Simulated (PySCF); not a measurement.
Vertical excitations of a molecule C6H18N2Si from TDA-LC-ωPBE/def2-SVP run with PySCF, as energy in eV (oscillator strength): 7.30 (0.014), 7.38 (0.005), 8.28 (0.008), 8.31 (0.026), 8.56 (0.103), 8.60 (0.000). Lowest triplet (TDA): 7.03 eV. Coordinates come from a B3LYP-D3(BJ)/def2-SVP optimisation. Other conformers were not sampled.

Q: Which molecule gave these data?
A. CC[SiH](N(C)C)N(C)C
B. CCN(CC)[SiH2]N(C)C
C. CN(C)[Si](C)(C)N(C)C
D. CC[Si](N)(CC)N(C)C

A: C, CN(C)[Si](C)(C)N(C)C
